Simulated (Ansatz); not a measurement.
Geometry optimisation, RKS PBE/def2-SVP in Ansatz.

The input (input.yaml):

```yaml
crystal:
  periodic: [false, false, false]
  atoms:
    - { symbol: Ta, position_ang: [-0.133658, -0.44516, 0.110519] }
    - { symbol: F, position_ang: [1.707059, 0.063538, -0.020845] }
    - { symbol: F, position_ang: [-0.039347, 0.181316, 1.904876] }
    - { symbol: F, position_ang: [-0.01911, -0.940485, -1.719442] }
    - { symbol: Cl, position_ang: [-2.164957, 0.606794, -0.206745] }
    - { symbol: F, position_ang: [-0.415272, -2.205868, 0.647628] }
    - { symbol: "N", position_ang: [0.852954, 2.445388, -1.247622] }
    - { symbol: H, position_ang: [0.824055, 2.256765, -2.256849] }
    - { symbol: Si, position_ang: [0.371416, 4.066935, -0.73655] }
    - { symbol: H, position_ang: [-0.971922, 4.339177, -1.346959] }
    - { symbol: H, position_ang: [0.291237, 4.070999, 0.762923] }
    - { symbol: H, position_ang: [1.312727, 5.16623, -1.165694] }
    - { symbol: H, position_ang: [1.717717, 2.021472, -0.851341] }
basis:
  gaussian: { orbitals: def2-SVP }
hamiltonian:
  xc: pbe
relax:
  f_tol: 0.03
  max_steps: 50
```

Command:

```bash
$ ansatz run input.yaml --threads 4 --pin off --max-ram 5120MiB --backend cpu --events-out ev --progress --plain --runs-dir out
```

Q: Where does it end, and by what steps?

A: The forces met the threshold. After 15 steps the energy has fallen by 0.839 eV; F3 moved furthest, 0.98 Å. Joined: Ta1–N7 (3.34 → 2.36 Å).

```
step  energy less start (eV)  largest force component (eV/Å)  accepted
   0                  0.0000                           0.602       yes
   1                 -0.1785                           0.782       yes
   2                 -0.4681                           1.050       yes
   3                 -0.6920                           0.750       yes
   4                 -0.7703                           0.365       yes
   5                 -0.8072                           0.333       yes
   6                 -0.8168                           0.325       yes
   7                 -0.8272                           0.096       yes
   8                 -0.8290                           0.076       yes
   9                 -0.8319                           0.132       yes
  10                 -0.8340                           0.146       yes
  11                 -0.8357                           0.105       yes
  12                 -0.8373                           0.082       yes
  13                 -0.8382                           0.041       yes
  14                 -0.8384                           0.031       yes
  15                 -0.8385                           0.011       yes
```

```xyz
13
Properties=species:S:1:pos:R:3
Ta 0.040 0.035 -0.073
F 1.895 -0.384 -0.206
F 0.443 0.959 1.541
F -0.105 -0.343 -1.936
Cl -2.072 1.105 -0.143
F -0.515 -1.617 0.624
N 0.878 2.043 -0.988
H 0.872 1.879 -2.008
Si 0.129 3.670 -0.612
H -1.060 3.822 -1.504
H -0.208 3.708 0.841
H 1.159 4.717 -0.936
H 1.877 2.033 -0.723
```

Whether the end is a true minimum wasn't checked by a vibrational analysis.

Run time: 64 s on 4 threads of Arm Neoverse V1 (shared host), peak memory 0.26 GiB.
